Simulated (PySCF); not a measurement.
Species: (Me)3Sn-O-SiH3, C3H12OSiSn.
Bonds: Sn1–C2, Sn1–C3, Sn1–C4, Sn1–O5, O5–Si6. Hydrogens: H7, H8, H9 on C2; H10, H11, H12 on C3; H13, H14, H15 on C4; H16, H17, H18 on Si6.

The calculation used PBE0-D3(BJ)/def2-SVP geometry optimisation, gas phase, def2 core potentials past Kr in PySCF.

Question: How far are the bound atoms from Sn1?

Answer: 4 atoms: O5 2.004 Å, C3 2.140 Å, C2 2.144 Å, C4 2.146 Å. The nearest atom not counted as bound is H11, at 2.71 Å (others tie with it).

Question: List the angles at Sn1.

Answer: 
```csv
angle,degrees,distance of the outer atoms (Å)
C2–Sn1–C3,113.8,3.59
C3–Sn1–C4,113.7,3.59
C2–Sn1–C4,113.5,3.59
C4–Sn1–O5,105.9,3.31
C2–Sn1–O5,105.3,3.30
C3–Sn1–O5,103.3,3.25
```

Question: What is the shape at Sn1?

Answer: Distorted tetrahedral: angles from 103.3° to 113.8°; τ4 = (360° − α − β)/141° = 0.94 with α and β the two widest (0 for a square, 1 for a tetrahedron).

Question: What are the other bond lengths?

Answer: C2–H7 and 8 like bonds 1.099 Å; O5–Si6 1.641 Å; Si6–H16, Si6–H17, Si6–H18 1.500 Å.

Question: Give some angles away from the centre.

Answer: Sn1–O5–Si6 137.8°.

Point group: C1 (no symmetry element, even within 0.4 Å). Charge 0, singlet. Stationary, but not proved a minimum.

Time: 2.6 min; peak memory 0.64 GiB. Hardware: an Arm Neoverse V2 with one thread, no GPU (shared host). This is the geometry optimisation.
